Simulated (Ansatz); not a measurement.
H2OPb (SMILES [OH][PbH]) moved off its minimum; all values from Ansatz (a program for electronic structure), cores frozen in correlated methods. Elements past Kr take the def2 small-core potentials, without spin–orbit coupling.
(charge 0, multiplicity 1)
```xyz
4

Pb    -0.06775    -0.05538     0.13085
H     -1.40136    -0.04445    -1.27793
O      1.38555     0.82399    -1.09602
H      1.03341     1.19846    -1.92105
```

Forces at MP2/def2-TZVPPD (eV/Å):

```csv
atom,Fx,Fy,Fz
Pb1,-0.543,-0.124,-0.463
H2,0.360,0.029,0.498
O3,0.070,0.400,-0.352
H4,0.114,-0.305,0.318
```

**Question.** Give the forces (eV/Å), the total energy and the dipole at CCSD(T)/def2-TZVPPD.

**Answer.** 
| atom | Fx | Fy | Fz |
|---|---|---|---|
| Pb1 | -0.446 | -0.134 | -0.325 |
| H2 | 0.261 | 0.031 | 0.381 |
| O3 | 0.027 | 0.434 | -0.447 |
| H4 | 0.159 | -0.330 | 0.391 |
Energy -268.2486 hartree, dipole 2.13 D.
